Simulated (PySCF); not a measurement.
**Structure from 2D NMR**

Compound of formula C₅H₁₁NO. Correlations simulated from computed shifts and couplings:

HSQC (one-bond C–H):
```csv
δH,δC,"$^{1}J$(C,H) (Hz)"
1.06,29.9,134
```

COSY cross peaks (|J| ≥ 2 Hz):
```csv
δH,δH,abs. J (Hz),bonds
4.59,4.30,7.5,2
```

HMBC (two and three bonds, |J| ≥ 2.5 Hz):
```csv
δH,δC [abs. J in Hz]
4.59,183.2 [5.7]
4.30,38.6 [6.0]
1.06,"183.2 [4.4], 38.6 [3.1], 29.9 [5.3]"
```

Carbons without hydrogens: δ 183.2, 38.6.

[PySCF 2.14: geometry: PBE0-D3(BJ)/def2-SVP; shielding tensors at CAM-B3LYP/pcSseg-1 (GIAO); J: B3LYP/pcJ-1 (spin–dipole term only in couplings to heteroatoms); non-relativistic Hamiltonian; isolated molecule; one averaged value for each set of equivalent atoms; a single conformation]

δ = σ(ref) − σ, references computed at the same level: $^{1}$H (σref 31.33) and $^{13}$C (σref 182.45) against TMS.

Exchangeable hydrogens are left out of these lists, and C,H couplings along chains are those of one rotamer, so weak HMBC peaks may be missing or extra.

Task: Which molecule is this?

Result: `CC(C)(C)C(N)=O`.

Structure with atom numbers: `[CH3:1][C:2]([CH3:3])([CH3:4])[C:5]([NH2:6])=[O:7]`. Hydrogens are named by the atom that carries them. Ha(N6) is cis to the C=O or C=S heteroatom; Hb(N6) is trans to the C=O or C=S heteroatom.

1. δC 183.2 is C5, an amide carbonyl carbon.
2. δC 38.6 is C2, a quaternary sp3 carbon α to a carbonyl.
3. δC 29.9 is C1/C3/C4, a methyl carbon (δH 1.06).
4. HMBC from δH 1.06 reaches the proton-free carbons C5, C2.
5. COSY links 4.59–4.30.

The shifts were computed for this structure.

OH/NH shifts are gas-phase values; hydrogen bonding in solution moves them, usually downfield. Rotation about the amide-type C–N bond is slow at room temperature, so the two groups on nitrogen are listed apart. Shifts are as computed, not scaled to solution data. Of 1211 compounds with measured shifts, 218 miss one by over three times the rms of a fit or turn the order of signals round; such compounds aren't used in these exercises. Hydrogen bonding in solution deshields acid and N–H amide carbonyl carbons by as much as 10 ppm beyond these values.
